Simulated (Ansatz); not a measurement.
CH$_{7}$NOSi, SMILES `NCO[SiH3]`. Total charge 0; spin multiplicity 1.

Cartesian coordinates in Å:
```
N -0.507 1.370 1.545
C 0.108 0.281 0.879
O -0.311 0.159 -0.480
Si 0.241 -1.011 -1.493
H -1.514 1.267 1.560
H -0.286 2.247 1.094
H -0.138 -0.644 1.412
H 1.195 0.419 0.906
H 1.721 -0.927 -1.654
H -0.426 -0.793 -2.797
H -0.084 -2.369 -0.972
```

List the harmonic frequencies (cm⁻¹, unscaled) at PBE0-D4/def2-TZVP in Ansatz. (Best estimate.)

Ansatz gave: 40, 119, 170, 378, 415, 708, 716, 771, 888, 932, 942, 956, 980, 1069, 1186, 1259, 1392, 1418, 1510, 1674, 2200, 2206, 2256, 3026, 3069, 3541, 3624.

Is this a minimum?

Yes, all 27 modes are real.

Give the ideal-gas thermochemistry at 298.15 K and 1 bar (rigid rotor, harmonic oscillator; point group Cs, symmetry number 1).

Zero-point energy 224.0 kJ/mol; H(298) − E = 242.8 kJ/mol; entropy 327.9 J/(mol·K), of which translation 163.1, rotation 104.7, vibration 60.2; G(298) − E = 145.1 kJ/mol. Modes under 100 cm⁻¹ are hindered rotations or soft bends, so the harmonic entropy is rough.
